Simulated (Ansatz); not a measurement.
Relaxation of the cluster CoO₂⁻ with RKS r2SCAN-D4/def2-TZVPD.

```sh
$ ansatz run in.yaml --threads 4 --pin off --events-out ev --progress --plain --max-ram 3916MiB
```

```yaml
crystal:
  periodic: [false, false, false]
  atoms:
    - {symbol: Co, position_ang: [-0.674890, -0.854800, -0.132050]}
    - {symbol: O, position_ang: [0.870970, 0.046770, -0.193100]}
    - {symbol: O, position_ang: [-0.196070, 0.808030, 0.325150]}
basis:
  gaussian: {orbitals: def2-TZVPD}
total_charge: -1
hamiltonian: {xc: r2scan, dispersion: d4}
scf: {lower_state_search: "off"}
output: {orbitals: {seedname: orbitals}}
relax: {f_tol: 0.02, max_steps: 100}
```

Run time 8 s (4 threads of Arm Neoverse N1 on a shared host).

Positions (Å) and forces (eV/Å) at steps 1, 2, 4 of 4:

```xyz
3
step=1 energy=-41717.4926 eV
Co   -0.675   -0.855   -0.132    0.033    0.035    0.004
O     0.871    0.047   -0.193    0.628   -0.484   -0.317
O    -0.196    0.808    0.325   -0.661    0.448    0.313
3
step=2 energy=-41717.5019 eV
Co   -0.674   -0.853   -0.132    0.028    0.031    0.004
O     0.875    0.042   -0.196    0.349   -0.279   -0.180
O    -0.202    0.811    0.328   -0.377    0.248    0.176
3
step=4 energy=-41717.5067 eV
Co   -0.671   -0.850   -0.131    0.000   -0.001    0.000
O     0.882    0.035   -0.200    0.000    0.000    0.000
O    -0.210    0.815    0.331    0.000    0.001    0.000
```

The structure holds 1 bond(s) between oxygen atoms. The restricted singlet is unstable towards broken spin symmetry in Hartree–Fock (as tested in another run); at r2SCAN-D4/def2-TZVPD this wasn't settled. The highest occupied level of the charge -1 singlet lies above zero (up to 1.71 eV). The electron is either unbound and held by the finite basis, or the level is raised by self-interaction error. The relaxation made no stability test and no search for a lower SCF solution. No other spin state of charge -1 was run. Another isomer (quintet) lies 4.06 eV lower at PBE0-D4/def2-TZVPD; other spin states weren't run for this one.
